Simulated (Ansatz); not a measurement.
Compare A (`C[C@@H]1CC[C@H](C)C1`) with its isomer B (`CCC1CCCC1`).

Calculated with Ansatz (gas phase, PBE0-D4/def2-TZVP geometries, no zero-point term in ΔE). CCSD(T)/CBS is the MP2 limit (def2-TZVPP, def2-QZVPP) plus CCSD(T) − MP2 in def2-TZVPP, frozen cores. DFT in def2-TZVPP. B3LYP here is the variant with VWN-RPA as its local correlation; programs differ in this. One conformer a species, not always the lowest.

(1) Which is lower in electronic energy at CCSD(T)/CBS, and by how much? (Estimate.)

(2) Give E(B) − E(A) in kJ/mol with MP2/def2-TZVPP, LDA (SPW92), CCSD(T)/def2-TZVPP, PBE0-D4, B3LYP-D4, r2SCAN-D4, PBE-D4. (An estimate is asked.)

Largest T1 diagnostic: 0.009.

Results:

(1) The calculation gave: A, by 7.1 kJ/mol.

(2) Computed: MP2/def2-TZVPP 8.3, LDA (SPW92) 7.8, CCSD(T)/def2-TZVPP 7.4, PBE0-D4 6.8, B3LYP-D4 6.9, r2SCAN-D4 7.5, PBE-D4 7.0. None reverses the order clearly.

Leaving LDA and LC-ωPBE aside and taking each functional with its dispersion term where it has one, the values, not all of them listed here, spread over 1.1 kJ/mol, from ωB97X-V to B97M-V.
